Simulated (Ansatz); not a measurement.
`OP[SiH3]` and `OP[SiH2][SeH]` differ in one atom or group.

Ansatz, PBE0-D4/def2-TZVP geometries, multiplicity 1. Each molecule was computed in one conformer, which needn't be the lowest.

Scalar relativity is left out up to krypton.

```csv
property,`OP[SiH3]`
size of the dipole moment (B3LYP/def2-TZVPP) / D,0.82
HOMO–LUMO gap (ωB97M-V/def2-TZVPP) / eV,10.37
HOMO energy (ωB97M-V/def2-TZVPP) / eV,-9.17
HOMO–LUMO gap (PBE0/def2-TZVPP) / eV,6.41
HOMO–LUMO gap (PBE/def2-TZVPP) / eV,4.34
HOMO energy (PBE0/def2-TZVPP) / eV,-7.05
```

(1) What does the change do to each property? (Estimate.)

Answers

(1) The calculation gave: 
```csv
property,`OP[SiH2][SeH]`,shift
size of the dipole moment (B3LYP/def2-TZVPP) / D,1.26,0.44
HOMO–LUMO gap (ωB97M-V/def2-TZVPP) / eV,10.04,-0.33
HOMO energy (ωB97M-V/def2-TZVPP) / eV,-8.96,0.21
HOMO–LUMO gap (PBE0/def2-TZVPP) / eV,6.10,-0.31
HOMO–LUMO gap (PBE/def2-TZVPP) / eV,4.08,-0.26
HOMO energy (PBE0/def2-TZVPP) / eV,-6.87,0.18
```

With PBE0 the HOMO rises by 0.18 eV and the LUMO falls by 0.14 eV, so the gap narrows by about 0.32 eV. PBE moves the HOMO by 0.15 eV and ωB97M-V by 0.21 eV. The zero-point energy changes by 2.4 kJ/mol with +3 modes. Dipoles are sizes alone; their direction can turn.

B3LYP here is the variant with VWN-RPA as its local correlation; programs differ in this.

Spin–orbit coupling is left out; it splits and shifts lone-pair levels of the heavy atoms by tenths of an eV.
